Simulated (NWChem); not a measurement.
Species: C2HBrF2; SMILES F/C=C(\F)Br

Computed with NWChem. Pople sets run with spherical d functions. STO-3G and 3-21G are far too small for this property and stand as cheap habits. Structure relaxed at the PBE0/def2-SVP level. Field at 589 nm.

| level | isotropic polarisability (bohr³) | anisotropy (bohr³) |
|---|---|---|
| B3LYP/STO-3G | 19.3 | 28.7 |
| B3LYP/6-31G* | 37.5 | (withheld) |
| B3LYP/def2-SVP | 37.4 | 30.5 |
| B3LYP/def2-SVPD | 50.2 | 28.7 |
| B3LYP/aug-cc-pVDZ | 49.7 | 29.4 |

### Question
Some entries are withheld; supply them.

### Answer

- B3LYP/6-31G*, anisotropy (bohr³): 32.0
